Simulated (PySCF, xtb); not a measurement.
Si(Cl)2(NH2)2 (Cl2H4N2Si), SMILES N[Si](N)(Cl)Cl. The values are those of a single conformer.

Harmonic wavenumbers (cm⁻¹) from GFN2-xTB (xtb 6.7.1) at its own minimum, in rising order: 122, 155, 178, 193, 214, 219, 255, 425, 449, 477, 510, 810, 813, 892, 958, 1496, 1500, 3488, 3490, 3526, 3528.

**Question.** What does B3LYP-D3(BJ)/def2-SVP (PySCF) give at its own minimum? (The exact figures need the calculation; the answer reports its results.)

**Answer.** 156, 184, 230, 255, 270, 284, 403, 409, 418, 483, 561, 820, 829, 884, 954, 1528, 1532, 3573, 3574, 3673, 3674. Paired by order, the mean absolute difference is 53 cm⁻¹ and the zero-point energies are 33.9 and 35.3 kcal/mol.
